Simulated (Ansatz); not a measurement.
Molecule: CH$_{2}$F$_{3}$Si (charge 0, doublet). It need not be the lowest isomer of its formula. SMILES: [CH2][Si](F)(F)F
Structure (B3LYP-D3(BJ)/def2-TZVP (Ansatz, an electronic-structure program) minimum search):
```
Si
F 1 1.5824
F 1 1.5825 2 108.24
F 1 1.5840 2 106.76 3 -114.48
C 1 1.8134 2 111.09 4 -123.19
H 5 1.0828 1 122.19 2 28.65
H 5 1.0828 6 115.60 1 -178.88
```
Charge 0, spin multiplicity 2.

Property: atomisation energy (electronic, to ground-state atoms), in kJ/mol. Correlated levels leave the core frozen unless marked. UHF or UKS for open shells. Spin-orbit coupling is left out. No relativistic terms. The coupled-cluster limit lacks core correlation, which all-electron functionals hold. CBS(X,Y): correlation extrapolated as X^-3; Hartree-Fock from the larger set (for Q and 5 zeta extrapolated as (X+1)exp(-9√X)).

| level | program | atomisation energy (kJ/mol) | minus last row |
|---|---|---|---|
| HF/6-31G | Ansatz | 1770.1 | -1210.5 |
| PBE-D4/def2-TZVPD | Ansatz + dftd4 | 2989.9 | 9.3 |
| revPBE-D4/def2-TZVPD | Ansatz + dftd4 | 2901.6 | -79.0 |
| r2SCAN0/def2-TZVPD | Ansatz | 2909.0 | -71.6 |
| LC-wPBE-D3(BJ)/def2-TZVPD | Ansatz + dftd3 | 2968.8 | -11.8 |
| B2GP-PLYP-D4/def2-TZVPD | Ansatz + dftd4 | 2931.3 | -49.3 |
| MP2/STO-3G | Ansatz | 2228.0 | -752.6 |
| MP2/cc-pV(T+d)Z | Ansatz | 2987.6 | 7.0 |
| MP2/cc-pV(5+d)Z | Ansatz | 3069.0 | 88.4 |
| SCS-MP2/STO-3G | Ansatz | 2237.7 | -742.9 |
| CCSD/6-31G | Ansatz | 2243.9 | -736.7 |
| CCSD/cc-pV(T+d)Z | Ansatz | 2840.6 | -140.0 |
| CCSD/CBS(cc-pV(Q+d)Z,cc-pV(5+d)Z) | Ansatz | 2935.0 | -45.6 |
| CCSD(T)/cc-pV(5+d)Z | Ansatz | 2963.1 | -17.5 |
| CCSD(T)/CBS(cc-pV(Q+d)Z,cc-pV(5+d)Z) | Ansatz | 2980.6 | 0.0 |
